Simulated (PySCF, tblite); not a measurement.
Isomers of C5H8F2O2Si, one GFN2-xTB conformer each. Single-point energies are computed at PBE0/pcSseg-1 (PySCF, gas phase, no added dispersion term), electronic only.

Problem. Rank them by PBE0/pcSseg-1 energy, lowest first (kJ/mol).
A. `[O:1]=[CH:2][O:3][C@@H:4]1[C@H:5]([F:6])[CH2:7][SiH2:8][C@@H:9]1[F:10]` with O1–C2–O3–C4 1°, C2–O3–C4–C5 -126°, O3–C4–C5–F6 62°, C4–C5–C7–Si8 -32°, C5–C7–Si8–C9 3°, C7–Si8–C9–F10 145°
B. `[O:1]=[CH:2][O:3][C@@H:4]1[C@H:5]([F:6])[CH2:7][SiH2:8][C@H:9]1[F:10]` with O1–C2–O3–C4 1°, C2–O3–C4–C5 -81°, O3–C4–C5–F6 -56°, C4–C5–C7–Si8 43°, C5–C7–Si8–C9 -20°, C7–Si8–C9–F10 -127°
C. `[O:1]=[CH:2][C@@:3]1([F:4])[O:5][C@@H:6]([F:7])[CH2:8][CH2:9][SiH2:10]1` with O1–C2–C3–F4 35°, C2–C3–O5–C6 144°, C3–O5–C6–F7 -78°, O5–C6–C8–C9 -80°, C6–C8–C9–Si10 37°
D. `[O:1]=[CH:2][C@H:3]1[CH2:4][O:5][CH2:6][SiH2:7][C:8]1([F:9])[F:10]` with O1–C2–C3–C4 -79°, C2–C3–C4–O5 41°, C3–C4–O5–C6 74°, C4–O5–C6–Si7 -54°, O5–C6–Si7–C8 35°
E. `[O:1]=[CH:2][O:3][C@@H:4]1[SiH2:5][C@H:6]1[CH2:7][CH:8]([F:9])[F:10]` with O1–C2–O3–C4 0°, C2–O3–C4–Si5 13°, Si5–C6–C7–C8 -84°, C6–C7–C8–F9 69°
F. `[CH3:1][C:2](=[O:3])/[CH:4]=[C:5](/[O:6][SiH3:7])[CH:8]([F:9])[F:10]` with C1–C2–C4–C5 -179°, C4–C5–O6–Si7 -170°, C4–C5–C8–F9 -112°
G. `[O:1]=[C:2]([SiH3:3])[O:4][C@@:5]1([F:6])[CH2:7][C@@H:8]1[CH2:9][F:10]` with O1–C2–O4–C5 5°, C2–O4–C5–F6 81°, C7–C8–C9–F10 85°

Solution. F (0.0), B (4.8), A (14.6), C (53.8), D (100.1), E (116.3), G (116.9).

As drawn, the lowest has two fluorines on one carbon, an Si–O bond and a C=C bond outside aromatic rings, which the highest lacks; the highest has a three-membered ring, a C(=O)–O unit and an Si–C bond, which the lowest lacks. Neighbours under 10 kJ/mol apart (CC(=O)/C=C(/O[SiH3])C(F)F and O=CO[C@@H]1[C@H](F)C[SiH2][C@H]1F; O=CO[C@@H]1[C@H](F)C[SiH2][C@H]1F and O=CO[C@@H]1[C@H](F)C[SiH2][C@@H]1F; O=CO[C@@H]1[SiH2][C@H]1CC(F)F and O=C([SiH3])O[C@@]1(F)C[C@@H]1CF) can change places with a better method, another conformer or zero-point energy. O=CO[C@@H]1[C@H](F)C[SiH2][C@H]1F and O=CO[C@@H]1[C@H](F)C[SiH2][C@@H]1F are stereoisomers, 9.8 kJ/mol apart in the conformers taken. GFN2-xTB itself gives, in the same order: 0.0, 87.7, 98.2, 136.4, 161.8, 185.8, 141.1. Both levels put the same isomer lowest; measured from each level's own lowest isomer, the values differ by up to 83.6 kJ/mol (O=CO[C@@H]1[C@H](F)C[SiH2][C@@H]1F: 98.2 against 14.6).

Problem. Which frontier levels, dipoles and rotational constants go with these structures?

Solution. 
```csv
SMILES,"HOMO (eV, PBE0/pcSseg-1)",LUMO (eV),dipole (D),"A, B, C (MHz)"
CC(=O)/C=C(/O[SiH3])C(F)F,-7.49,-1.85,2.89,"2011, 667.8, 554.5"
O=CO[C@@H]1[C@H](F)C[SiH2][C@H]1F,-8.25,-0.05,1.86,"1677, 885.8, 695.7"
O=CO[C@@H]1[C@H](F)C[SiH2][C@@H]1F,-8.29,0.09,3.75,"1410, 1073, 727.9"
O=C[C@@]1(F)O[C@@H](F)CC[SiH2]1,-7.61,-1.35,3.89,"1860, 951.5, 875.6"
O=C[C@H]1COC[SiH2]C1(F)F,-7.56,-1.39,2.21,"1490, 1172, 1083"
O=CO[C@@H]1[SiH2][C@H]1CC(F)F,-7.09,-0.42,3.02,"2532, 570.5, 521.4"
O=C([SiH3])O[C@@]1(F)C[C@@H]1CF,-8.09,-1.07,2.82,"2437, 552.2, 517.1"
```

Problem. What happens when harmonic zero-point energies from GFN2-xTB frequencies are added?

Solution. 
```tsv
SMILES	ZPE (kJ/mol)	electronic (kJ/mol)	with ZPE (kJ/mol)
CC(=O)/C=C(/O[SiH3])C(F)F	311.6	0.0	0.0
O=CO[C@@H]1[C@H](F)C[SiH2][C@H]1F	323.5	4.8	16.6
O=CO[C@@H]1[C@H](F)C[SiH2][C@@H]1F	323.6	14.6	26.6
O=C[C@@]1(F)O[C@@H](F)CC[SiH2]1	321.9	53.8	64.1
O=C[C@H]1COC[SiH2]C1(F)F	322.5	100.1	111.0
O=CO[C@@H]1[SiH2][C@H]1CC(F)F	322.3	116.3	127.0
O=C([SiH3])O[C@@]1(F)C[C@@H]1CF	311.7	116.9	117.0
```

The zero-point energies span 12.0 kJ/mol. The lowest isomer stays, but the order above it changes.

Problem. As an exercise, what shares would exp(−E/RT) give at 500 K from these electronic energies alone (no entropy, no degeneracies)?

Solution. RT = 4.157 kJ/mol: CC(=O)/C=C(/O[SiH3])C(F)F 74.1 %, O=CO[C@@H]1[C@H](F)C[SiH2][C@H]1F 23.6 %, O=CO[C@@H]1[C@H](F)C[SiH2][C@@H]1F 2.2 %, O=C[C@@]1(F)O[C@@H](F)CC[SiH2]1 under 0.1 %, O=C[C@H]1COC[SiH2]C1(F)F under 0.1 %, O=CO[C@@H]1[SiH2][C@H]1CC(F)F under 0.1 %, O=C([SiH3])O[C@@]1(F)C[C@@H]1CF under 0.1 %.
